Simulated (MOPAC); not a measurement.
MOPAC input (PM7):

```
PM7 1SCF GEO-OK AUX(PRECISION=9) THREADS=1
CH6Cl2OSi2

C    -2.49609100 1   -0.61729000 1    0.18884500 1
Si   -1.76885900 1    0.83931200 1    1.09036200 1
O    -0.15598100 1    1.00121300 1    0.72770200 1
Si    1.08601900 1    0.34896700 1   -0.05399400 1
Cl    0.69347400 1    0.27085100 1   -2.06922700 1
Cl    1.40881000 1   -1.57042200 1    0.60522300 1
H    -3.55744100 1   -0.72029700 1    0.42712500 1
H    -2.40075700 1   -0.49584400 1   -0.89167700 1
H    -1.99331800 1   -1.54348600 1    0.47333300 1
H    -1.87247400 1    0.67041900 1    2.55634000 1
H    -2.42874900 1    2.10260900 1    0.69501600 1
H     2.29807200 1    1.13743100 1    0.16410300 1
```

From the output:

```
                                                       MOPAC v23.2.5 Linux

          FINAL HEAT OF FORMATION =       -191.64281 KCAL/MOL =    -801.83353 KJ/MOL

          COSMO AREA              =        169.90 SQUARE ANGSTROMS
          COSMO VOLUME            =        177.96 CUBIC ANGSTROMS

          IONIZATION POTENTIAL    =         11.381710 EV
          HOMO LUMO ENERGIES (EV) =        -11.382 -0.908
          NO. OF FILLED LEVELS    =         19
          MOLECULAR WEIGHT        =        161.1348         POINT GROUP:  C1

          MOLECULAR DIMENSIONS (Angstroms)

            Atom       Atom       Distance
            H    12    H     7     6.14877
            H    10   Cl     5     4.66751
            H    11   Cl     6     4.52089

          SCF CALCULATIONS        =          1

   ATOM   CHEMICAL          X               Y               Z
  NUMBER   SYMBOL      (ANGSTROMS)     (ANGSTROMS)     (ANGSTROMS)

     1       C         -2.49609100  *  -0.61729000  *   0.18884500  *
     2      Si         -1.76885900  *   0.83931200  *   1.09036200  *
     3       O         -0.15598100  *   1.00121300  *   0.72770200  *
     4      Si          1.08601900  *   0.34896700  *  -0.05399400  *
     5      Cl          0.69347400  *   0.27085100  *  -2.06922700  *
     6      Cl          1.40881000  *  -1.57042200  *   0.60522300  *
     7       H         -3.55744100  *  -0.72029700  *   0.42712500  *
     8       H         -2.40075700  *  -0.49584400  *  -0.89167700  *
     9       H         -1.99331800  *  -1.54348600  *   0.47333300  *
    10       H         -1.87247400  *   0.67041900  *   2.55634000  *
    11       H         -2.42874900  *   2.10260900  *   0.69501600  *
    12       H          2.29807200  *   1.13743100  *   0.16410300  *

                             CARTESIAN COORDINATES

   1    C       -2.496091000    -0.617290000     0.188845000
   2   Si       -1.768859000     0.839312000     1.090362000
   3    O       -0.155981000     1.001213000     0.727702000
   4   Si        1.086019000     0.348967000    -0.053994000
   5   Cl        0.693474000     0.270851000    -2.069227000
   6   Cl        1.408810000    -1.570422000     0.605223000
   7    H       -3.557441000    -0.720297000     0.427125000
   8    H       -2.400757000    -0.495844000    -0.891677000
   9    H       -1.993318000    -1.543486000     0.473333000
  10    H       -1.872474000     0.670419000     2.556340000
  11    H       -2.428749000     2.102609000     0.695016000
  12    H        2.298072000     1.137431000     0.164103000

           Empirical Formula: C H6 O Si2 Cl2  =    12 atoms

      MOLECULAR POINT GROUP   :   C1

                  EIGENVALUES
 -30.51583 -26.23871 -25.76503 -25.39528 -18.17997 -16.61017 -15.71650 -15.56617
 -15.43088 -14.42188 -14.10985 -13.28255 -13.27198 -12.13858 -12.06630 -11.62138
 -11.59056 -11.57839 -11.38171  -0.90809  -0.74516   0.31082   1.59767   1.68772
   2.40485   4.91794   5.47576   5.54904   6.71415   7.38923  21.28243  21.51466
  22.03309  22.18507  22.69443  22.76472  23.31707  23.61102  24.02228  24.37779
  69.28202  69.46059  69.74004  70.10575  70.13875  70.17455  70.44494  70.52761
  70.80836  70.90477

              NET ATOMIC CHARGES AND DIPOLE CONTRIBUTIONS

  ATOM NO.   TYPE          CHARGE      No. of ELECS.   s-Pop       p-Pop       d-Pop
    1          C          -0.596857        4.5969     1.04222     3.55463
    2         Si           0.319574        3.6804     0.88188     2.56804     0.23051
    3          O          -0.661920        6.6619     1.64064     5.02128
    4         Si           0.486688        3.5133     0.85481     2.38391     0.27460
    5         Cl          -0.183452        7.1835     1.98101     5.19924     0.00320
    6         Cl          -0.184370        7.1844     1.98103     5.20014     0.00320
    7          H           0.174378        0.8256     0.82562
    8          H           0.179005        0.8210     0.82099
    9          H           0.178809        0.8212     0.82119
   10          H           0.080210        0.9198     0.91979
   11          H           0.081087        0.9189     0.91891
   12          H           0.126848        0.8732     0.87315
 DIPOLE           X         Y         Z       TOTAL
 POINT-CHG.    -1.406     1.258     1.333     2.310
 HYBRID        -0.265    -0.686    -0.475     0.875
 SUM           -1.671     0.572     0.858     1.964

          ATOMIC ORBITAL ELECTRON POPULATIONS

     Atom    s        px        py        pz      x^2-y^2     xz        z^2       yz        xy
    1  C   1.04222   1.18183   1.18615   1.18666
    2 Si   0.88188   0.54449   0.99607   1.02748   0.05536   0.03900   0.05503   0.02087   0.06025
    3  O   1.64064   1.48357   1.77872   1.75899
    4 Si   0.85481   0.84474   0.81450   0.72467   0.04515   0.05444   0.05677   0.04982   0.06842
    5 Cl   1.98101   1.91955   1.94362   1.33607   0.00015   0.00081   0.00161   0.00051   0.00013
    6 Cl   1.98103   1.93804   1.38938   1.87271   0.00104   0.00014   0.00059   0.00057   0.00085
    7  H   0.82562
    8  H   0.82099
    9  H   0.82119
   10  H   0.91979
   11  H   0.91891
   12  H   0.87315

 **********************
 *                    *
 * JOB ENDED NORMALLY *
 *                    *
 **********************

 == MOPAC DONE ==
```

The geometry given is a B3LYP-D3(BJ)/def2-TZVP minimum.
